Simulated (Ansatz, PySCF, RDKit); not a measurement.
Noncovalent pair: H2O (SMILES O) (first 3 atoms) with SO2 (SMILES O=S=O); geometry from B3LYP-D3(BJ)/def2-TZVP, rigid monomers moved along the line of their centres of mass till O1···S5 is 2.44 Å.
(charge 0, multiplicity 1):
```xyz
6

O      0.5057    -0.0902     0.6105
H      0.6067     0.8503     0.4224
H     -0.3627    -0.3346     0.2694
O     -1.1192    -0.6656     2.9126
S      0.2331    -0.1829     3.0334
O      0.4329     1.2384     3.1610
```

Monomers are frozen at their geometry in the pair; levels with a basis set take the counterpoise correction. RDKit's UFF carries no charges.

Correlated levels freeze the cores. Rows in 6-31G* carry no dispersion term and start afresh at each structure (6-31G* with six Cartesian d functions).

The values were computed with Ansatz (an electronic-structure program) with Gaussian orbitals; PySCF for 6-31G* rows, the dispersion terms; RDKit for the force fields. Each number belongs to the level named beside it.

```json
[
 {"level": "UFF", "interaction energy (kcal/mol)": "20.60"},
 {"level": "HF/6-31G*", "interaction energy (kcal/mol)": "-2.86"},
 {"level": "HF/aug-cc-pV(D+d)Z", "interaction energy (kcal/mol)": "-1.02"},
 {"level": "r2SCAN-D4/def2-TZVPPD", "interaction energy (kcal/mol)": "-4.57"},
 {"level": "B3LYP/6-31G*", "interaction energy (kcal/mol)": "-2.81"},
 {"level": "PBE0-D4/def2-TZVPPD", "interaction energy (kcal/mol)": "-4.29"},
 {"level": "MP2/aug-cc-pV(T+d)Z", "interaction energy (kcal/mol)": "-1.66"},
 {"level": "SCS-MP2/aug-cc-pV(T+d)Z", "interaction energy (kcal/mol)": "…"},
 {"level": "CCSD(T)/aug-cc-pV(D+d)Z", "interaction energy (kcal/mol)": "…"}
]
```

Some entries are withheld; supply them.


- SCS-MP2/aug-cc-pV(T+d)Z, interaction energy (kcal/mol): -0.75
- CCSD(T)/aug-cc-pV(D+d)Z, interaction energy (kcal/mol): -0.41
